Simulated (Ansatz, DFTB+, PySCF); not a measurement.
Species: methylhydroxycarbene, C2H4O, charge 0, multiplicity 1. SMILES: C[C]O
Geometry from a B3LYP-D3(BJ)/def2-TZVP (Ansatz, a quantum-chemistry and plane-wave program) optimisation:
```
C
H 1 1.0939
H 1 1.0939 2 105.68
H 1 1.1061 2 109.67 3 -118.15
C 1 1.4884 2 108.26 3 115.81
O 5 1.2997 1 112.65 2 122.94
H 6 0.9913 5 114.11 1 0.00
```
Charge 0, spin multiplicity 1.

Quantity: size of the dipole moment, in D. Conventions: six Cartesian d functions in 6-31G* and its kin unless marked 5d; no dispersion term unless named; non-relativistic; 6-311+G** with 5d; no spin-orbit coupling; SCC-DFTB with the Slater-Koster set that CP2K ships. Ab initio and DFT and DFTB rows: single points at B3LYP-D3(BJ) geometries (Ansatz).

```tsv
level	program	size of the dipole moment (D)
SCC-DFTB	DFTB+	1.68
PBE/STO-3G	Ansatz	2.77
PBE/3-21G	Ansatz	3.20
BLYP/6-31G*	Ansatz	2.85
B3LYP/3-21G	Ansatz	3.29
B3LYP/6-31G*	Ansatz	3.00
B3LYP/6-31+G*	Ansatz	3.36
B3LYP/6-31G**	Ansatz	3.00
B3LYP/6-311+G**	Ansatz	3.34
M06-2X/6-311+G**	PySCF	3.43
```

No value to compare with is used here. The 10 habitual levels span 1.68 (SCC-DFTB) to 3.43 D (M06-2X/6-311+G**).

The levels are drawn from those run, B3LYP/6-31G* more often than the rest, none by its result; left out are runs that failed, that the program found above a lower state of the same kind, or whose <S^2> lies over 0.5 above the pure value.
